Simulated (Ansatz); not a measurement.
C2H6O2Si can be A, `C[SiH](O)C=O`, or B, `C1OC[SiH2]O1`.

Computed with Ansatz on PBE0-D4/def2-TZVP structures; ΔE is electronic, products minus reactants. CBS: MP2 limit from def2 TZ/QZ plus the TZ coupled-cluster correction, frozen cores. Functionals use def2-TZVPP. One conformer a species, not always the lowest.

A:

```xyz
11

C     1.532    0.306    0.382
Si   -0.049   -0.592    0.001
O    -0.172   -0.991   -1.584
C    -1.588    0.528    0.292
O    -2.335    0.721   -0.642
H     1.617    1.223   -0.205
H     2.390   -0.328    0.148
H     1.585    0.564    1.443
H    -0.180   -1.787    0.879
H    -0.977   -0.646   -1.987
H    -1.822    1.003    1.273
```

B:

Z-matrix (Å, degrees):
```
C
O 1 1.409
O 1 1.400 2 110.4
H 1 1.091 2 109.5 3 117.8
H 1 1.102 2 108.9 3 -121.5
Si 2 1.660 1 110.3 3 26.4
C 3 1.428 1 109.8 2 -44.2
H 6 1.484 2 111.1 1 -121.8
H 6 1.486 2 112.0 1 115.5
H 7 1.099 3 110.9 1 -81.5
H 7 1.090 3 107.6 1 160.0
```

Q: Which is lower in electronic energy at CCSD(T)/CBS, and by how much? (Estimate.)

A: The calculation gave: A, by 76.9 kJ/mol.

Q: Give E(B) − E(A) in kJ/mol with ωB97M-V, MP2/def2-TZVPP, HF/def2-TZVPP, r2SCAN-D4, BLYP-D4, CCSD(T)/def2-TZVPP, PBE-D4. (An estimate is asked.)

A: Ansatz gave: ωB97M-V 73.5, MP2/def2-TZVPP 76.5, HF/def2-TZVPP 76.4, r2SCAN-D4 73.1, BLYP-D4 90.1, CCSD(T)/def2-TZVPP 74.7, PBE-D4 73.9. None reverses the order clearly.

Q: Does the order hold for the free energy at 298.15 K (harmonic terms from PBE0-D4)? (Estimate.)

A: The calculation gave: Yes: G(B) − G(A) = +93.5 kJ/mol, for one conformer each.

Largest T1 diagnostic: 0.014.

From r2SCAN to r2SCAN0 (25 % exact exchange), in def2-TZVPP and without D4, E(B) − E(A) moves by −7.9 kJ/mol. Leaving LDA and LC-ωPBE aside and taking each functional with its dispersion term where it has one, the values, not all of them listed here, spread over 27.8 kJ/mol, from PBE-QIDH to BLYP-D4. LDA lies −35.9 kJ/mol from PBE without D4.
